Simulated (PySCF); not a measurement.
**C₆ coefficients of unlike pairs at PBE**

Calculated with PySCF 2.14 from the dipole response of each species, C₆(A,B) = (3/π) ∫ α_A(iu) α_B(iu) du, in atomic units, from isotropic polarisabilities. For ions this is the dispersion term alone; charge-induced terms of lower order in 1/R come first.

```tsv
species	configuration	basis	relativity	α (bohr³)	C₆ (like pair)
In⁺	[Kr] 4d10 5s2 (1S)	x2c-TZVPPall with one added diffuse shell each of s, p, d, f type (9s7p5d3f)	spin-free X2C	23.59	160.8
Pd³⁺	[Kr] 4d7 (4F)	def2-QZVPPD with the def2 core potential (28 electrons) (7s5p4d4f2g)	core potential	4.436	20.06
Br²⁺	[Ar] 3d10 4s2 4p3 (4S)	aug-cc-pVTZ-PP with ECP10MDF (6s5p4d2f)	core potential	8.353	39.71
Xe	[Xe] (1S)	def2-TZVPPD with the def2 core potential (28 electrons) (7s6p4d2f)	core potential	28.97	310.0
```

**Question.** Estimate C₆ for Xe with In⁺.

**Answer.** The integral gives 222.0. The combination rule 2 C_A C_B / (C_A α_B/α_A + C_B α_A/α_B) gives 221.6 and the geometric mean 223.3.

No spin-orbit coupling is included.

The other pairs:

| pair | C₆ |
| --- | --- |
| Xe, Br²⁺ | 109.2 |
| Xe, Pd³⁺ | 71.02 |
| Br²⁺, Pd³⁺ | 26.91 |
| Br²⁺, In⁺ | 77.35 |
| Pd³⁺, In⁺ | 50.42 |
